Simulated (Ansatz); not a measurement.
Calculated with Ansatz (gas phase, PBE0-D4/def2-TZVP geometries, no zero-point term in ΔE). CCSD(T)/CBS adds triple-zeta CCSD(T) − MP2 to the extrapolated MP2 energy (def2 sets, frozen cores). Functionals use def2-TZVPP. HSE06 is defined as in plane-wave codes. For Ge outer-core shells are correlated without core-valence functions, which leaves a few kJ/mol of doubt a bond. Scalar relativity is left out up to krypton. One conformer a species, not always the lowest.

Reaction (isomerisation): `[SiH3][GeH]([SiH3])[SiH3]` → `[SiH3][SiH2][SiH2][GeH3]`

CCSD(T)/CBS gives +35.1 kJ/mol.

Another level gave +39.6 kJ/mol. Which?
A. LDA (SPW92)/def2-TZVPP
B. BLYP-D4/def2-TZVPP
C. SCS-MP2/def2-TZVPP
D. HSE06-D4/def2-TZVPP

C. SCS-MP2/def2-TZVPP 39.6, BLYP-D4 32.2, HSE06-D4 26.8, LDA (SPW92) 21.6 kJ/mol.

Largest T1 diagnostic among the species: 0.013.

At CCSD(T), def2-SVP lies −5.3 kJ/mol from the extrapolated value and def2-TZVPP −1.8 kJ/mol. Leaving LDA and LC-ωPBE aside and taking each functional with its dispersion term where it has one, the values, not all of them listed here, spread over 21.7 kJ/mol, from B97M-V to ωB97M-V. LDA lies −3.4 kJ/mol from PBE without D4.

CCSD(T)/CBS has its own doubt, a few kJ/mol and more with outer-core shells, so smaller differences from it don't rank the levels.
